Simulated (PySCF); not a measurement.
Electron correlation in As²⁺ (arsenic, charge +2)

[Ar] 3d10 4s1 4p2, high-spin 4P determinant (an excited configuration). Calculation: PySCF 2.14, in aug-cc-pVQZ-DK; the spin-free X2C one-electron Hamiltonian (Gaussian nucleus). Frozen: [Ar] 3d10; 3 electrons correlated.

| level | correlation energy (mhartree) |
| --- | --- |
| CCSD | -12.88 |
| (T) | -0.07 |
| CCSD(T) | -12.95 |

Diagnostics: T1 = 0.0019, D1 = 0.0042, largest double amplitude 0.034.

Problem. Is a single reference adequate?

Solution. Yes, within this model without spin-orbit coupling: T1 lies below 0.03 and no double amplitude reaches 0.07.
